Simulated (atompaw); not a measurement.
Bi: one change to a PAW (atompaw) potential, before and after

atompaw 4.2.0.5 input, output lines left out:

```
Bi 83
LDA-PW scalarrelativistic loggrid 2001 logderivrange -15 5 501
6 6 5 4 0 0
6 1 1
0 0 0
c
c
c
c
v
v
c
c
c
v
v
c
c
v
c
2
1.70 1.25 1.60 1.25
n
n
y
-2.9
n
custom polynom vanderbiltortho besselshape
3 0 troulliermartins
1.35
1.20
1.20
1.70
1.70
1.70
```

All-electron outer shells of the reference configuration (LDA (PW92), scalar-relativistic, ld1.x):

```
shell  level (eV)  outermost node (bohr)  outermost maximum (bohr)
   5s     -175.70                   0.44                      0.77
   4f     -170.67                      –                      0.34
   5p     -113.62                   0.48                      0.86
   5d      -44.72                   0.51                      1.03
   6s      -31.12                   0.98                      1.83
   6p      -19.54                   1.14                      2.27
```

Change: reference 5s2 5p6 5d10 6s1.75 6p3.25.

Cutoffs: the cutoffs (Ry, on a coarse ladder) from which the occupation-weighted sum of valence levels, in a spherical-Bessel basis at the reference potential, stays within 10 and 1 mRy of its value at 400 Ry; they do not see the model core or the augmentation charge, which bear on the density cutoff.

Question: What does the change do?

Answer: The potential gets neither clearly harder nor softer (70 Ry and 100 Ry → 70 Ry and 90 Ry); the range in which the s phases agree widens (upper end 3.0 → 4.2); the range in which the p phases agree widens (upper end 1.4 → 2.5); neither file shows a bound ghost.

| quantity | base | changed |
| --- | --- | --- |
| cutoff, loose | 70 Ry | 70 Ry |
| cutoff, tight | 100 Ry | 90 Ry |
| bound ghosts | none | none |
| s: phases at 1.70 bohr within 0.05 rad from the reference energy up to (Ry; the scan ends near 5) | 3.0 | 4.2 |
| p: phases at 1.70 bohr within 0.05 rad from the reference energy up to (Ry; the scan ends near 5) | 1.4 | 2.5 |
| d: phases at 1.70 bohr within 0.05 rad from the reference energy up to (Ry; the scan ends near 5) | to the end of the scan | to the end of the scan |
| lowest overlap eigenvalue by channel | s 0.36, p 0.61, d 0.92 | s 0.37, p 0.61, d 0.92 |

 The cutoffs see the waves, projectors and local potential, not the compensation charge or the core.
